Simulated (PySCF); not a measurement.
A GIAO shielding run with PySCF 2.14.0 with density-fitted response routines (density fitting, non-relativistic, gas phase) on SMILES C1=C[C@@]2(Cl)C[C@H]3[C@]1(C[SiH3])[C@@H]23, C₈H₁₁ClSi:

```
$ OMP_NUM_THREADS=1 python probes_run.py task.json out

{"job": {"kind": "nmr", "xc": "PBE0", "basis": "pcSseg-1"}, "charge": 0, "multiplicity": 1}
Si     2.946874    -0.111137     0.068940
C      1.461858     0.237013    -1.076390
C      0.137124    -0.024419    -0.411437
C     -0.278355    -1.416236    -0.123221
C     -1.594529    -1.480499     0.047238
C     -2.133073    -0.082688     0.021870
Cl    -3.847087     0.080731    -0.341870
C     -1.613164     0.599115     1.316044
C     -0.414129     1.064467     0.513556
C     -1.107313     0.749905    -0.777614
H      4.169529     0.263251    -0.643206
H      2.807716     0.687218     1.287716
H      2.992835    -1.532874     0.413264
H      1.532819    -0.374260    -1.978817
H      1.492065     1.277967    -1.403216
H      0.420652    -2.231149    -0.089473
H     -2.199278    -2.331968     0.295207
H     -2.244827     1.437737     1.598520
H     -1.445839    -0.051446     2.175587
H      0.193200     1.918254     0.766494
H     -1.285997     1.337959    -1.659660
```

Hardware: 1 thread of an Arm Neoverse N1, shared host. The job also computes population analyses, field gradients, ring-centre shieldings.

(1) How large is the calculation?

(2) How long does it take, and how much memory does it need?

## Answers

(1) 90 electrons, 239 basis functions and 1280 auxiliary functions.

(2) 2.1 min of wall time, with 14 SCF cycles and 5 response iterations; peak memory 1.1 GiB. Times on a shared host scatter by some tens of per cent.
